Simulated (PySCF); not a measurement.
C7H13NPSi (charge -1).
SMILES with atom numbers: `[CH3:1][Si:2]([CH3:3])([CH3:4])[P-:5][n:6]1[cH:7][cH:8][cH:9][cH:10]1`

NICS is the negative of the GIAO shielding at a point without a nucleus: at the ring centre (0) and 1 Å above and below it (1); zz is the component along the ring normal. Level: GIAO PBE0/pcSseg-1 (PySCF, non-relativistic, gas phase) on the GFN2-xTB geometry, one conformer.

Ring bond lengths (Å), with Mayer bond orders in brackets: N6–C7 1.355 (1.17), C7–C8 1.370 (1.48), C8–C9 1.408 (1.34), C9–C10 1.370 (1.48), C10–N6 1.355 (1.18).

**Question.** What do the NICS probes read (ppm)?

**Answer.** 
```
           ring                                               type  NICS(0)  NICS(1), two faces  NICS(1)zz, two faces  rms pucker (Å)  centre to ring atoms, mean (Å)
N6–C7–C8–C9–C10  5-membered ring with N; formal bonds all aromatic    -13.6       -11.1 / -10.9         -30.7 / -30.0            0.00                            1.17
```

**Question.** What do they say, and how far can they be read as aromaticity?

**Answer.** 
- N6–C7–C8–C9–C10: mean NICS(1)zz -30.3 ppm, shielded. For a flat ring without four-coordinate atoms the NICS criterion counts such a value as aromatic.

**Question.** What does the geometric index give? HOMA = 1 − mean of α(R − Ropt)² over the ring bonds, with Krygowski's 1993 parameters (CC: Ropt 1.388 Å, α 257.7 Å⁻²; CN: Ropt 1.334 Å, α 93.52 Å⁻²).

**Answer.** 
- N6–C7–C8–C9–C10: HOMA 0.93; the largest term is that of C8–C9, α(R − Ropt)² = 0.10. The geometric and the magnetic index point the same way.

**Question.** At the second NICS(1) probe listed for ring N6–C7–C8–C9–C10, 1 Å off the ring, what do the in-plane components average?

**Answer.** The isotropic value is a third of the trace: (3 × -10.9 − (-30.0))/2 = -1.4 ppm.

**Question.** Give the inner angles of the rings and the Hirshfeld charges of the ring atoms.

**Answer.** 
- N6–C7–C8–C9–C10: N6 108.1° (-0.058 e), C7 109.3° (-0.056 e), C8 106.7° (-0.138 e), C9 106.6° (-0.139 e), C10 109.3° (-0.056 e); sum 540.0° against 540° for a flat convex ring.

**Question.** How shielded are the nuclei of the rings and their hydrogens (means over atoms taken as equivalent)?

**Answer.** 
```
       atoms                          environment  σ isotropic (ppm)
          N6                pyrrole-type nitrogen               81.7
     C7 (×2)  aromatic CH next to a ring nitrogen               50.4
     C8 (×2)                   aromatic CH carbon               79.9
H on C7 (×2)                    aromatic hydrogen              25.00
H on C8 (×2)                    aromatic hydrogen              26.00
```

Shape of the structure used: `[CH3:1][Si:2]([CH3:3])([CH3:4])[P-:5][n:6]1[cH:7][cH:8][cH:9][cH:10]1`: C1–Si2–P5–N6 168°, Si2–P5–N6–C7 77°.
